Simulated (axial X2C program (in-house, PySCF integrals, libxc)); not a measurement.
## Potential curves of SnS⁻, two-component

All values were computed with an axial X2C code built on PySCF integrals. Two-component (2c) means X2C with spin–orbit coupling and atomic mean-field two-electron Coulomb and Gaunt terms. Basis: Sn dyall-acv3z [12s13p10d5f1g], S dyall-av3z [9s8p3d2f] (cores contracted in-house); Gaussian nuclei, density fitting, unrestricted open shells. Masses: Sn 119.902 u, S 31.972 u.

State: Ω = 1/2 (⟨Sz⟩ = -0.50, ⟨Lz⟩ = 1.00 at PBE0). Energies in cm⁻¹ from the lowest point of each curve. Fits are polynomials in 1 − R0/R over 0.85 to 1.23 times the lowest point R0.

| R (Å) | PBE0 |
| --- | --- |
| 2.1021 | 3541 |
| 2.1714 | 1394 |
| 2.2407 | 297 |
| 2.3100 | 0 |
| 2.3908 | 405 |
| 2.4717 | 1395 |
| 2.5756 | 3238 |

The state is a single determinant with fixed occupations, the lowest that a limited PBE0 search found. Density functionals use the spin component along the axis (collinear). Without a current term, density functionals place determinants with orbital angular momentum somewhat too high. The highest occupied level of some functionals is positive through self-interaction error; at Hartree–Fock it is bound.

**Question.** What are Re and ωe at the PBE0 level?

**Answer.** At PBE0, 2c: Re = 2.306 Å, ωe ≈ 412 cm⁻¹; Be follows as 0.126 cm⁻¹.
